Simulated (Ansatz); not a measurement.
`[SiH3]P[NH][SbH2]` + H₂O → `OP[SiH3]` + `[NH2][SbH2]` at 400 K and 1 bar (formal hydrolysis of a P–N bond).

Computed with Ansatz on PBE0-D4/def2-TZVP structures; ΔE is electronic, products minus reactants. CCSD(T)/CBS is the MP2 limit (def2-TZVPP, def2-QZVPP) plus CCSD(T) − MP2 in def2-TZVPP, frozen cores. This one scheme is used for every species. def2 core potentials past Kr. For Sb outer-core shells are correlated without core-valence functions, which leaves a few kJ/mol of doubt a bond. One conformer a species, not always the lowest.

```json
{"species": "`[SiH3]P[NH][SbH2]`", "CCSD(T)/CBS energy (Eh)": "-928.92166", "H − E (kJ/mol)": "206.6", "S (J/(mol·K))": "431.8"}
{"species": "H₂O", "CCSD(T)/CBS energy (Eh)": "-76.37941", "H − E (kJ/mol)": "69.8", "S (J/(mol·K))": "198.6"}
{"species": "`OP[SiH3]`", "CCSD(T)/CBS energy (Eh)": "-708.19371", "H − E (kJ/mol)": "154.4", "S (J/(mol·K))": "338.1"}
{"species": "`[NH2][SbH2]`", "CCSD(T)/CBS energy (Eh)": "-297.10356", "H − E (kJ/mol)": "122.5", "S (J/(mol·K))": "298.1"}
```

H − E and S are ideal-gas, rigid-rotor, harmonic terms from PBE0-D4/def2-TZVP, for one conformer and one mirror image of each species. 1 Eh = 2625.50 kJ/mol, R = 8.31446 J/(mol·K).

Task: By hand: ΔE, ΔH, ΔS and ΔG.

Result: ΔE = (-708.19371) + (-297.10356) − (-928.92166) − (-76.37941) = 0.00380 Eh = 10.0 kJ/mol. Δ(H − E) = 154.4 + 122.5 − 206.6 − 69.8 = 0.5, so ΔH = 10.5 kJ/mol. ΔS = 338.1 + 298.1 − 431.8 − 198.6 = 5.8 J/(mol·K). ΔG = 10.5 − 400 × (5.8)/1000 = 8.2 kJ/mol.

Task: By hand: the equilibrium constant, and the temperature at which ΔG would vanish if ΔH and ΔS stayed fixed.

Result: log₁₀ K = −ΔG/(RT ln 10) = -1.1. ΔG = 0 at ΔH/ΔS = 1810 K, though so small a ΔS makes that figure unsure.

The number of gas molecules stays the same, so ΔS is small and ΔH decides. A doubt of 5 kJ/mol in ΔE shifts log₁₀ K by 0.7 here. Other conformers and mirror images would add mixing entropy, several J/(mol·K) or more a flexible species. Modes under 60 cm⁻¹, often nearly free rotors, make the harmonic entropy too high. These are equilibria of isolated gas molecules and say nothing of rates. Largest T1 diagnostic: 0.014 (customary marks: 0.02 for closed shells, 0.045 for open ones).
